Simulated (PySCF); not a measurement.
A calculated (UHF, PySCF 2.14, x2c-SVPall, the spin-free X2C one-electron Hamiltonian (Gaussian nucleus)) atom or ion has these occupied shells.

| shell | electrons | orbital energy (eV) | rms radius, mean of both spins (bohr) |
| --- | --- | --- | --- |
| 1s α | 1 | -637.42 | 0.229 |
| 1s β | 1 | -635.81 | 0.229 |
| 2s α | 1 | -90.410 | 1.08 |
| 2s β | 1 | -85.005 | 1.08 |
| 2p α | 1 | -78.156 | 1.01 |

Name the element and its charge.

O³⁺ (oxygen, charge +3), in [He] 2s2 2p1, 2P determinant.
